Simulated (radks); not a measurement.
Neutral thallium inside a hard spherical wall (all orbitals vanish at R), configuration held at [Hg] 6p1 and not refilled when levels cross. All-electron calculation, scalar-relativistic Kohn-Sham, LDA (Slater exchange, Perdew-Wang correlation), spin-polarised, spherical densities, finite nucleus; open shells are filled with parallel spins first (spin-orbit coupling, left out, can overturn this in heavy ions); Fermi nuclear charge, rms radius 5.4759 fm. Program: a radial shooting solver on a logarithmic mesh with Libxc functionals. Eigenvalues in eV for spin up, with the zero of energy where the potential of the charges vanishes at infinity; a dash marks a level that is unbound or too diffuse for the functional's potential to be trusted. A positive occupied level is held by the wall or, in an anion where self-interaction has pushed it up, behind a barrier. The pressure on the wall is -dE/dV.

R (bohr)	E (hartree)	kinetic (hartree)	e(5p)	e(5d)	e(6s)	e(6p)	e(7s, empty)	e(6d, empty)	pressure (GPa)
free	-20229.7447	22764.373	-76.234	-15.629	-9.973	-2.773	-0.483	-	0
20	-20229.7447	22764.373	-76.234	-15.629	-9.973	-2.773	-0.468	0.612	< 0.0001
15	-20229.7447	22764.374	-76.231	-15.627	-9.971	-2.771	-0.372	0.915	0.000121
12	-20229.7445	22764.375	-76.210	-15.605	-9.953	-2.752	-0.086	1.365	0.00272
10	-20229.7436	22764.382	-76.136	-15.533	-9.893	-2.681	0.514	2.020	0.0225
6	-20229.7014	22764.606	-74.973	-14.416	-8.942	-1.084	8.186	7.535	2.93
3	-20227.4634	22774.442	-60.051	-0.296	10.886	28.191	95.074	58.531	1040
2	-20212.2625	22832.254	-20.003	44.986	99.231	139.23	339.61	200.23	24400
